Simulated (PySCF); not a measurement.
# Computed records: CH5Si2, ClH3NSi2, H4NSi2

Calculation on a computer-drawn molecule: optimised geometry and harmonic frequencies of an isolated molecule of the commonest isotopes, restricted reference for singlets and unrestricted otherwise, frozen core in MP2. Program: PySCF 2.14.0.

Common to all runs: multiplicity 1.

(1) CH5Si2

Start structure:
```xyz
8
CH5Si2
Si     0.3437     2.1683     0.4070
C      0.4596     0.5672    -0.2517
Si     1.7558    -0.3776    -1.0533
H      1.4756     3.1010     0.3459
H     -0.8520     2.6899     1.0558
H     -0.5010    -0.1031    -0.1419
H      3.0765     0.2286    -1.3424
H      1.6147    -1.7818    -1.5390
```

It was run with charge 1, method HF and basis cc-pV(D+d)Z.

Results for CH5Si2: rotational constants 32.38, 3.306, 3 GHz; total energy -618.3507 hartree; convergence status largest gradient component 2.914e-05 hartree/bohr.

Drawn bonds:
```
atom  other atom  order
   1           2      2
   2           3      1
   1           4      1
   1           5      1
   2           6      1
   3           7      1
   3           8      1
```

Optimised structure:
```xyz
8
CH5Si2
Si     0.3887     2.0908     0.3633
C      0.3645     0.4603    -0.2418
Si     1.7155    -0.3031    -1.0275
H      1.5905     2.9158     0.2305
H     -0.7673     2.6993     1.0190
H     -0.5499    -0.1163    -0.1215
H      2.9724     0.4225    -1.2181
H      1.6584    -1.6769    -1.5235
```

Modes:
```
frequency (cm⁻¹)  reduced mass (dalton)
           190.2                   2.86
           229.4                  1.487
           372.7                  1.013
           596.6                   1.11
           647.4                   1.85
           732.7                  1.273
           749.4                  1.155
           834.7                  1.082
           890.4                  2.714
            1011                  1.176
            1031                  1.323
            1047                  1.098
            1270                  2.677
            2413                  1.029
            2416                  1.029
            2447                  1.057
            2448                  1.058
            3312                  1.087
```

(2) ClH3NSi2

Start structure:
```xyz
7
ClH3NSi2
Si     3.5636     0.7521    -1.6537
N      2.8369     1.0482    -0.1899
Si     2.0646     1.2034     1.2946
Cl     0.6112     2.4251     1.5247
H      4.6931     1.5638    -2.0193
H      3.1041    -0.2966    -2.6348
H      2.6492     0.4264     2.3276
```

Settings of this run: charge 1, method HF and basis cc-pV(D+d)Z.

The calculation gives: rotational constants 14.09, 1.379, 1.276 GHz; total energy -1093.3804 hartree; convergence status largest gradient component 4.216e-05 hartree/bohr.

Drawn bonds:
```
atom  other atom  order
   1           2      2
   2           3      1
   3           4      1
   1           5      1
   1           6      1
   3           7      1
```

Optimised structure:
```xyz
7
ClH3NSi2
Si     3.5431     0.7721    -1.6285
N      2.8624     0.9565    -0.2001
Si     2.1609     1.1637     1.2059
Cl     0.6441     2.4081     1.4697
H      4.6733     1.6006    -2.0374
H      3.0639    -0.2380    -2.5672
H      2.5751     0.4594     2.4069
```

Modes:
```
frequency (cm⁻¹)  reduced mass (dalton)
           98.38                  8.554
           142.8                  1.734
           186.3                  1.607
           318.9                  11.29
           591.7                  14.82
           613.2                   1.29
           750.9                  1.252
           753.3                  4.933
           792.4                  1.174
           913.9                  1.202
            1060                  1.091
            1515                  14.04
            2428                  1.028
            2460                   1.06
            2478                  1.045
```

(3) ClH3NSi2

Start structure:
```xyz
7
ClH3NSi2
Si     3.5431     0.7721    -1.6285
N      2.8624     0.9565    -0.2001
Si     2.1609     1.1637     1.2059
Cl     0.6441     2.4081     1.4697
H      4.6733     1.6006    -2.0374
H      3.0639    -0.2380    -2.5672
H      2.5751     0.4594     2.4069
```

Settings of this run: charge 1, method MP2 and basis cc-pV(D+d)Z.

It finds rotational constants 14.08, 1.345, 1.247 GHz; total energy -1093.8430 hartree; convergence status largest gradient component 1.601e-05 hartree/bohr.

Drawn bonds:
```
atom  other atom  order
   1           2      2
   2           3      1
   3           4      1
   1           5      1
   1           6      1
   3           7      1
```

Optimised structure:
```xyz
7
ClH3NSi2
Si     3.5551     0.7681    -1.6514
N      2.8559     0.9633    -0.2067
Si     2.1430     1.1741     1.2236
Cl     0.6259     2.4199     1.4948
H      4.6925     1.6051    -2.0449
H      3.0687    -0.2573    -2.5794
H      2.5818     0.4492     2.4133
```

Modes:
```
frequency (cm⁻¹)  reduced mass (dalton)
           87.11                  8.834
           124.8                  3.083
           212.1                  1.193
           290.8                  12.52
           557.9                  1.259
           565.5                  13.87
             703                  1.226
           718.6                  4.316
           722.9                  1.186
           858.1                  1.231
           997.8                  1.082
            1434                  14.27
            2363                  1.027
            2405                  1.061
            2407                  1.045
```

(4) H4NSi2

Start structure:
```xyz
7
H4NSi2
Si    -0.8928    -1.1429    -0.1985
N     -1.3059     0.3760    -0.6464
Si    -2.1010     1.7595    -0.0901
H     -0.6153    -1.7259     1.1416
H     -0.5035    -2.1372    -1.2051
H     -1.4215     2.8915    -0.7752
H     -1.6043     2.0092     1.3944
```

Settings of this run: charge -1, method HF and basis aug-cc-pV(D+d)Z.

It finds rotational constants 57.13, 2.951, 2.862 GHz; total energy -634.5961 hartree; convergence status largest gradient component 3.743e-06 hartree/bohr.

Drawn bonds:
```
atom  other atom  order
   1           2      2
   2           3      1
   1           4      1
   1           5      1
   3           6      1
   3           7      1
```

Optimised structure:
```xyz
7
H4NSi2
Si    -0.8264    -1.1463    -0.2051
N     -1.3451     0.3016    -0.4717
Si    -2.1909     1.8106    -0.0140
H     -0.7173    -1.8499     1.1025
H     -0.4100    -2.0839    -1.2775
H     -1.4155     2.8354    -0.8510
H     -1.5391     2.1626     1.3374
```

Modes:
```
frequency (cm⁻¹)  reduced mass (dalton)
           64.05                  3.465
           209.8                  1.801
           300.9                  1.363
           497.3                  8.448
           563.8                  1.212
           726.8                  1.234
           796.3                  1.111
           806.1                  1.192
            1022                  1.048
            1072                  1.058
            1310                  10.57
            1926                  1.043
            1974                  1.036
            2236                  1.052
            2277                  1.032
```
